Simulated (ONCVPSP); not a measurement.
## Mn (Z = 25): one change to an ONCV potential, before and after

ONCVPSP 4.0.1 input, shortened (lines: element, Z, core and valence counts, functional; n l f; lmax; l rc ep ncon nbas qcut; lloc lpopt rc5 dvloc0; l nproj debl; icmod fcfact rcfact), LDA (Perdew-Zunger), scalar-relativistic:

```
  Mn 25.00    3    4        3      upf
    1    0    2.00
    2    0    2.00
    2    1    6.00
    3    0    2.00
    3    1    6.00
    3    2    5.00
    4    0    2.00
    2
    0    1.70    0.00    4    8    5.30
    1    0.90    0.00    4    7   10.70
    2    1.80    0.00    4    9    8.50
    4    5    0.55    0.00
    0    2    1.30
    1    1    0.30
    2    2    0.70
    1    0.40    0.00
```

All-electron outer shells of the reference configuration (LDA (Perdew-Zunger), scalar-relativistic, ld1.x):

```json
{"shell": "2p", "level (eV)": "-629.78", "outermost node (bohr)": "–", "outermost maximum (bohr)": "0.19"}
{"shell": "3s", "level (eV)": "-85.40", "outermost node (bohr)": "0.34", "outermost maximum (bohr)": "0.74"}
{"shell": "3p", "level (eV)": "-54.49", "outermost node (bohr)": "0.31", "outermost maximum (bohr)": "0.75"}
{"shell": "3d", "level (eV)": "-7.01", "outermost node (bohr)": "–", "outermost maximum (bohr)": "0.75"}
{"shell": "4s", "level (eV)": "-5.29", "outermost node (bohr)": "1.06", "outermost maximum (bohr)": "2.47"}
```

Change: s: qcut 6.

Cutoffs: the cutoffs (Ha) at which the residual kinetic energy of the hardest occupied pseudo-wave falls to 1 and 0.1 mHa per electron; they do not see the model core or the augmentation charge, which bear on the density cutoff. Errors are all-electron minus pseudo energies relative to the spin-unpolarised reference configuration.

Problem. What does the change do?

Solution. The potential gets neither clearly harder nor softer (47 Ha and 102 Ha → 47 Ha and 102 Ha); the errors of the 4 common tests hardly move; neither file shows a bound ghost.

```csv
quantity,base,changed
"cutoff, loose",47 Ha,47 Ha
"cutoff, tight",102 Ha,102 Ha
loose cutoff by channel,"s 11 Ha, p 47 Ha, d 29 Ha","s 12 Ha, p 47 Ha, d 29 Ha"
bound ghosts,none,none
GHOST(+) flags under 300 eV,s at 73.4 eV,s at 72.4 eV
"error for 3s2 3p6 3d5 4s1, meV [ΔE 8.65 eV]",+0.7,+0.7
"error for 3s2 3p6 3d5 4s0, meV [ΔE 24.53 eV]",+3.9,+3.9
"error for 3s2 3p6 3d4 4s0, meV [ΔE 57.34 eV]",+62,+63
"error for 3s2 3p5 3d5 4s2, meV [ΔE 61.89 eV]",-163,-164
s: phases at 1.73 bohr within 0.05 rad from the reference energy up to (Ha; the scan ends near 5),2.4,2.3
p: phases at 0.92 bohr within 0.05 rad from the reference energy up to (Ha; the scan ends near 5),to the end of the scan,to the end of the scan
d: phases at 1.82 bohr within 0.05 rad from the reference energy up to (Ha; the scan ends near 5),1.6,1.6
"rms error of d²Exc/dni dnj with the model core, mHa",1.35,1.37
```
